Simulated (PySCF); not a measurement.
**Al (aluminium, neutral) across methods**

[Ne] 3s2 4s1, 2S determinant (an excited configuration). Calculation: PySCF 2.14, in aug-cc-pV(T+d)Z with one added diffuse shell each of s, p, d, f type (7s6p5d3f, 71 functions); no relativity, point nucleus.

```
method  E (hartree)  mean ε 3s α (eV)  mean ε 3s β (eV)  mean ε 4s α (eV)  Σ⟨r²⟩ (bohr²)   ⟨S²⟩
   LDA    -241.1991           -10.878           -10.791            -1.766          78.38  0.750
  PBE0    -242.1358           -11.774           -11.672            -2.092          79.98  0.750
r2SCAN    -242.2115           -10.974           -10.948            -1.749          80.66  0.751
   PBE    -242.1151           -10.779           -10.698            -1.808          78.81  0.750
```

Task: Estimate the same row for UHF.

Result: E (hartree) = -241.77047; mean ε 3s α (eV) = -14.035; mean ε 3s β (eV) = -13.840; mean ε 4s α (eV) = -2.641; Σ⟨r²⟩ (bohr²) = 89.53; ⟨S²⟩ = 0.750.

The outer electron is Rydberg-like, and this basis confines it to a smaller radius and binds it less than a complete one would.
